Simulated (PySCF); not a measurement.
**Nuclear quadrupole coupling in `C=C(C)/C(C)=C\S[SiH3]`**

Species: C₆H₁₂SSi.
Cartesian coordinates in Å at the GFN2-xTB level; atoms count from 1:
```xyz
20
C6H12SSi angstrom
C     -2.6136   -0.2062    1.0406
C     -1.5710   -0.2300    0.2074
C     -1.6832   -0.9707   -1.0909
C     -0.3191    0.4608    0.5231
C     -0.3636    1.4542    1.6576
C      0.8646    0.3006   -0.0845
S      1.3186   -0.7659   -1.4106
Si     3.4569   -0.5589   -1.3702
H     -2.6054    0.2881    1.9947
H     -3.5284   -0.7159    0.7891
H     -1.0613   -1.8636   -1.0737
H     -1.3454   -0.3509   -1.9182
H     -2.7136   -1.2699   -1.2666
H     -1.1831    2.1556    1.5139
H     -0.5140    0.9396    2.6057
H      0.5658    2.0147    1.7210
H      1.7035    0.8874    0.2618
H      3.9482   -1.1192   -0.1158
H      3.8761   -1.3049   -2.5412
H      3.7629    0.8657   -1.4462
```

Field gradients from the PBE0/pcSseg-1 density (PySCF, non-relativistic), principal values in atomic units, ordered |Vxx| ≤ |Vyy| ≤ |Vzz|:

```json
{"atom": "S7", "Vxx": "-0.0744", "Vyy": "-1.9105", "Vzz": "1.9849"}
```

Question: Find the asymmetry η = (Vxx − Vyy)/Vzz and the couplings χ = eQV/h (234.96 MHz × Q in barn × V in au), with Q(33S) = −0.0678 b.

Answer: 
```json
{"atom": "S7", "environment": "sulfur bonded to C and Si", "nucleus": "33S", "η": "0.93", "χzz (MHz)": "-31.62", "χxx (MHz)": "1.19", "χyy (MHz)": "30.44"}
```

At S7 η is above 0.9: Vyy and Vzz are nearly equal in size and opposite in sign, so a small change could swap them and flip the sign of χzz. The tensor is traceless: Vxx + Vyy + Vzz = 0.

Question: What is Vzz at S7 in SI units (1 au = 9.71736 × 10²¹ V/m²)?

Answer: 1.9849 au = 19.288 × 10²¹ V/m².

Question: What couplings would deuterons (Q(2H) = 0.00286 b) have in place of the hydrogens, at this geometry?

Answer: 
```csv
atom,bonded to,bond length (Å),Vzz (au),η,χzz (kHz)
H9,C1,1.075,0.3415,0.07,230
H10,C1,1.077,0.3375,0.07,227
H11,C3,1.088,0.3089,0.03,208
H12,C3,1.088,0.3108,0.03,209
H13,C3,1.087,0.3152,0.04,212
H14,C5,1.088,0.3115,0.02,209
H15,C5,1.089,0.3114,0.02,209
H16,C5,1.087,0.3149,0.04,212
H17,C6,1.081,0.3231,0.13,217
H18,Si8,1.459,0.1640,0.01,110
H19,Si8,1.450,0.1707,0.02,115
H20,Si8,1.459,0.1639,0.02,110
```

Isolated species at its GFN2-xTB geometry (one conformer only). GFN2-xTB bond lengths can be off by several hundredths of an ångström, more for odd bonds, and the gradients follow them. These gradients aren't converged with respect to the basis.

These values come from a run that also computed NMR shieldings. Hardware: one thread of an Arm Neoverse N1, no GPU, on a shared host. Cost: 75 s wall, 0.94 GiB resident at most.
